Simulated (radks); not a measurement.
Results of a calculation; reference values are marked as such.
All-electron atom: the aluminium ion Al4+ in [He] 2s2 2p5 (the NIST ground configuration). Level of theory: non-relativistic Kohn-Sham, PBE, spin-polarised, spherical densities, point nucleus; open shells are filled with parallel spins first (a radial shooting solver on a logarithmic mesh with Libxc functionals).

Normalised radial functions P(r) = r R(r), r in bohr:

r,2s down,2p up
0.01162,0.2422,0.0091
0.01562,0.3085,0.0161
0.02117,0.3875,0.0285
0.02846,0.4705,0.0491
0.03858,0.5513,0.0847
0.05186,0.6068,0.1409
0.07029,0.6095,0.2313
0.0945,0.5213,0.3616
0.1281,0.2989,0.5459
0.1722,-0.0607,0.7689
0.2334,-0.5384,1.0131
0.3138,-0.9992,1.2078
0.4252,-1.2996,1.2817
0.5717,-1.2930,1.1721
0.7748,-0.9886,0.8861
1.042,-0.5692,0.5354
1.412,-0.2239,0.2348
1.898,-0.0565,0.0703

2s down: eigenvalue -174.20 eV, 1 radial node at r = 0.165 bohr, <r> = 0.607 bohr, 90 % of the charge inside 0.953 bohr. 2p up: eigenvalue -140.14 eV, 0 radial nodes, <r> = 0.564 bohr, 90 % of the charge inside 0.941 bohr.
